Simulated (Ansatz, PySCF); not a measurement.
Potential energy curve for Mg2, singlet.

Levels: UKS-PBE = unrestricted PBE/aug-cc-pVTZ run with Ansatz (an electronic-structure program); RKS-PBE = restricted PBE/aug-cc-pVTZ run with Ansatz; UKS-BLYP = unrestricted BLYP/aug-cc-pVTZ in Ansatz; RKS-BLYP = Ansatz with restricted BLYP/aug-cc-pVTZ; UKS-B3LYP/6-31G* = unrestricted B3LYP/6-31G*, spherical d run with PySCF 2.14.0; RKS-B3LYP/6-31G* = restricted B3LYP/6-31G*, spherical d (PySCF); UKS-LDA (SVWN5)/6-31G* = PySCF with unrestricted LDA (SVWN5)/6-31G*, spherical d; RKS-LDA (SVWN5)/6-31G* = restricted LDA (SVWN5)/6-31G*, spherical d (PySCF 2.14.0).

Scanned distances (Å): 2.70, 2.90, 3.06, 3.27, 3.43, 3.49, 3.60, 3.71, 3.83, 3.98, 4.24, 4.52, 4.80, 5.36, 5.94, 6.38, 7.09, 7.85, 8.84, 9.85, 10.88.

### Question
Where does the unrestricted solution first break spin symmetry (<S²> of 0.01 or more)?

### Answer
UKS-PBE: at none of the points with a result; UKS-BLYP: at none of the points with a result; UKS-B3LYP/6-31G*: at none of the points with a result; UKS-LDA (SVWN5)/6-31G*: at none of the points with a result.

| R / Å | <S²> UKS-PBE | E(RKS-PBE) − E(UKS-PBE) / kJ/mol | <S²> UKS-BLYP | E(RKS-BLYP) − E(UKS-BLYP) / kJ/mol | <S²> UKS-B3LYP/6-31G* | E(RKS-B3LYP/6-31G*) − E(UKS-B3LYP/6-31G*) / kJ/mol | <S²> UKS-LDA (SVWN5)/6-31G* | E(RKS-LDA (SVWN5)/6-31G*) − E(UKS-LDA (SVWN5)/6-31G*) / kJ/mol |
|---|---|---|---|---|---|---|---|---|
| 2.70 | 0.00 | 0.0 | 0.00 | 0.0 | 0.00 | 0.0 | 0.00 | 0.0 |
| 2.90 | 0.00 | 0.0 | 0.00 | 0.0 | 0.00 | 0.0 | 0.00 | 0.0 |
| 3.06 | 0.00 | 0.0 | 0.00 | 0.0 | 0.00 | 0.0 | 0.00 | 0.0 |
| 3.27 | 0.00 | 0.0 | 0.00 | 0.0 | 0.00 | 0.0 | 0.00 | 0.0 |
| 3.43 | 0.00 | 0.0 | 0.00 | 0.0 | 0.00 | 0.0 | 0.00 | 0.0 |
| 3.49 | 0.00 | 0.0 | 0.00 | 0.0 | 0.00 | 0.0 | 0.00 | 0.0 |
| 3.60 | 0.00 | 0.0 | 0.00 | 0.0 | 0.00 | 0.0 | 0.00 | 0.0 |
| 3.71 | 0.00 | 0.0 | 0.00 | 0.0 | 0.00 | 0.0 | 0.00 | 0.0 |
| 3.83 | 0.00 | 0.0 | 0.00 | 0.0 | 0.00 | 0.0 | 0.00 | 0.0 |
| 3.98 | 0.00 | 0.0 | 0.00 | 0.0 | 0.00 | 0.0 | 0.00 | 0.0 |
| 4.24 | 0.00 | 0.0 | 0.00 | 0.0 | 0.00 | 0.0 | 0.00 | 0.0 |
| 4.52 | 0.00 | 0.0 | 0.00 | 0.0 | 0.00 | 0.0 | 0.00 | 0.0 |
| 4.80 | 0.00 | 0.0 | 0.00 | 0.0 | 0.00 | 0.0 | 0.00 | 0.0 |
| 5.36 | 0.00 | 0.0 | 0.00 | 0.0 | 0.00 | 0.0 | 0.00 | 0.0 |
| 5.94 | 0.00 | 0.0 | 0.00 | 0.0 | 0.00 | 0.0 | 0.00 | 0.0 |
| 6.38 | 0.00 | 0.0 | 0.00 | 0.0 | 0.00 | 0.0 | 0.00 | 0.0 |
| 7.09 | 0.00 | 0.0 | 0.00 | 0.0 | 0.00 | 0.0 | 0.00 | 0.0 |
| 7.85 | 0.00 | 0.0 | 0.00 | 0.0 | 0.00 | 0.0 | 0.00 | 0.0 |
| 8.84 | 0.00 | 0.0 | 0.00 | 0.0 | 0.00 | 0.0 | 0.00 | 0.0 |
| 9.85 | 0.00 | 0.0 | 0.00 | 0.0 | 0.00 | 0.0 | 0.00 | 0.0 |
| 10.88 | 0.00 | 0.0 | 0.00 | 0.0 | 0.00 | 0.0 | 0.00 | 0.0 |
